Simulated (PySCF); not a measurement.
**[TiOF5]4-: what the settings change**

The complex [TiOF5]4- (charge -4) contains Ti(III), shell d1. The structure is a PBE0-D3(BJ)/def2-SVP, IEF-PCM water geometry optimised for multiplicity 2; coordination octahedral, point group C4v, metal–donor distances 1.67–2.10 Å.

```
7

Ti    0.0000    0.0000    0.0000
O     0.0000    0.0000    1.6721
F     0.0000    0.0000   -2.1053
F     1.9249    0.0000   -0.1962
F    -1.9249    0.0000   -0.1962
F     0.0000    1.9249   -0.1962
F     0.0000   -1.9249   -0.1962
```

Method (PySCF 2.14, density fitting): CASSCF(1,5) with orbitals averaged over all microstates of the shell, strongly contracted NEVPT2 on the averaged canonical orbitals; basis x2c-TZVPall on the metal, x2c-SVPall elsewhere; spin-free X2C; IEF-PCM water; spin-orbit coupling by state interaction with the mean-field operator over all roots.

Base run: NEVPT2 ground state 2B2 (from 2T2g), next 2E (from 2T2g) at 5698, then 2B1 (from 2Eg) at 19235 cm⁻¹, 10Dq(NEVPT2) 19034, ζ 132 cm⁻¹, g 1.953 1.958 1.958, μeff(300 K) 1.75 μB.

Q: What happens with the basis x2c-TZVPall on all atoms?

A: NEVPT2 ground state 2B2 (from 2T2g), next 2E (from 2T2g) at 5722, then 2B1 (from 2Eg) at 18496 cm⁻¹, 10Dq(NEVPT2) 18140, ζ 132 cm⁻¹, g 1.952 1.958 1.958, μeff(300 K) 1.75 μB. It took 61 s against 27 s on a shared host of the same kind.

An active orbital has only 0.70 squared overlap with the free ion's shell, so the metal shell alone is a small active space here. NEVPT2 on the d shell alone tends to put d–d bands too high for such charged or covalently bound ions.
